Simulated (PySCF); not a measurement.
A mixed set of molecules. Method used: PySCF 2.14.0, density-fitted response routines, TDDFT CAM-B3LYP/def2-SVPD, vertical, gas phase, core orbitals frozen in the response. Geometries: GFN2-xTB; one conformer of each isolated species. Triplets are in the Tamm–Dancoff approximation.

Question: Rank by computed HOMO–LUMO gap, lowest first.
A. `C[C@@H]1COCC(=O)[SiH2]1`
B. `F[C@@H]1O[C@@H](O[SiH3])[SiH2]1`
C. `C(=O)(C[SiH3])[C@H](C=O)C`
D. `O=C[C@@]1([SiH3])C[C@H]1CO`

Answer: A (7.85 eV), C (8.47 eV), B (9.13 eV), D (9.31 eV).

```
                         SMILES  gap (eV)  S1 (eV)  T1 (eV)  f (S1)  LUMO (eV)  S1 mainly
        C[C@@H]1COCC(=O)[SiH2]1      7.85     3.27     2.65   0.000      -0.25  H→L (94%)
       C[C@@H](C=O)C(=O)C[SiH3]      8.47     4.12     3.52   0.003      -0.49  H→L (52%)
F[C@@H]1O[C@@H](O[SiH3])[SiH2]1      9.13     6.05     5.36   0.048       0.28  H→L (91%)
     O=C[C@@]1([SiH3])C[C@H]1CO      9.31     4.43     3.86   0.000       0.13  H→L (89%)
```

H and L stand for HOMO and LUMO.

Without π bonds the low states are Rydberg-like; a valence basis with one diffuse set may place them up to an eV too high.
